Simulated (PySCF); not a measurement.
SMILES Cl[SiH](CC[SiH2]Cl)Cl (C2H7Cl3Si2), singlet, B3LYP/def2-SVP optimised geometry.

```
14

Si    -2.55    -2.03     3.03
Cl    -1.78    -3.97     2.92
C     -1.91    -1.02     1.57
C     -0.37    -0.93     1.48
Si     0.25     0.05     0.00
Cl    -0.44    -0.83    -1.75
Cl     2.33     0.05     0.00
H     -4.04    -2.12     3.00
H     -2.10    -1.44     4.32
H     -2.33    -1.46     0.65
H     -2.36    -0.01     1.66
H      0.05    -0.45     2.38
H      0.07    -1.93     1.42
H     -0.21     1.46     0.00
```

Density from B3LYP/def2-TZVP in PySCF at that geometry.

Minimum of the electron density along straight lines between bonded atoms, close to the bond critical point (lines longer than 1.1 times the sum of covalent radii, or with two minima, are not listed):

```csv
bond,length / Å,ρ at the minimum / e bohr⁻³,∇²ρ there / e bohr⁻⁵,position (fraction from the first atom)
Si1–Cl2,2.088,0.094,0.18,0.36
Si1–C3,1.887,0.123,0.14,0.39
C3–C4,1.542,0.232,-0.53,0.50
C4–Si5,1.877,0.128,0.12,0.61
Si5–Cl6,2.079,0.097,0.18,0.36
Si5–Cl7,2.076,0.097,0.18,0.36
Si1–H8,1.488,0.124,0.13,0.49
Si1–H9,1.489,0.123,0.13,0.49
C3–H10,1.104,0.270,-0.89,0.64
C3–H11,1.107,0.267,-0.87,0.64
C4–H12,1.106,0.268,-0.88,0.64
C4–H13,1.104,0.270,-0.90,0.64
Si5–H14,1.483,0.127,0.12,0.49
```
